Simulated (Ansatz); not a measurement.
Several settings on one geometry of [SiI3]- (SiI₃⁻) (that of the charge -1 singlet, r2SCAN-D4/def2-SVPD). Ansatz on 2 threads of Arm Neoverse V1 on a shared host; times are rough.

```xyz
4

Si   -0.005    0.005    0.931
I     2.342   -0.033   -0.298
I    -1.142    2.039   -0.327
I    -1.196   -2.011   -0.307
```

Totals from different functionals, basis sets or treatments of relativity can't be compared as stabilities.

In the def2 sets I takes a core potential; there is no spin–orbit coupling.

The spins typed aren't always the lowest for that charge.

Question: Give the basis size and estimate the energy, ⟨S²⟩ and time of these runs.

| run | method | charge | state | further keys |
| --- | --- | --- | --- | --- |
| 1 | UKS PBE/def2-SVP | -1 | singlet | scf: {lower_state_search: off} |
| 2 | UKS BLYP/def2-mTZVP | -1 | singlet | scf: {lower_state_search: full} |
| 3 | RKS revPBE0/def2-TZVPD | -1 | singlet | – |
| 4 | UKS B3LYP5/def2-TZVP | -1 | triplet | scf: {omitted_lower_state_checks: [starts]}; forces asked |
| 5 | RKS rPW86-PBE-D3(BJ)-ATM/def2-mTZVP | -1 | singlet | scf: {lower_state_search: light} |
| 6 | UKS B3LYP5/def2-SVP | 0 | doublet | scf: {lower_state_search: off} |
| 7 | ROKS revPBE/def2-TZVP | -1 | triplet | – |
| 8 | RKS r2SCANh/STO-3G | -1 | singlet | scf: {omitted_lower_state_checks: [starts]}; forces asked |

Answer: 
```csv
run,functions,energy (Eh),⟨S²⟩,wall time
1,96,-1182.5174,0.00,1.6 s
2,130,-1182.3780,0.00,3.8 s
3,220,-1182.9368,–,7 s
4,187,-1182.6834,2.01,18 s
5,130,-1183.5991,–,6 s
6,96,-1182.5242,0.76,2.9 s
7,187,-1182.7872,–,42 s
8,90,-20845.4428,–,5 s
```

The highest occupied level of an anion often lies above zero with these methods, and sets without diffuse functions describe the outer electron poorly.
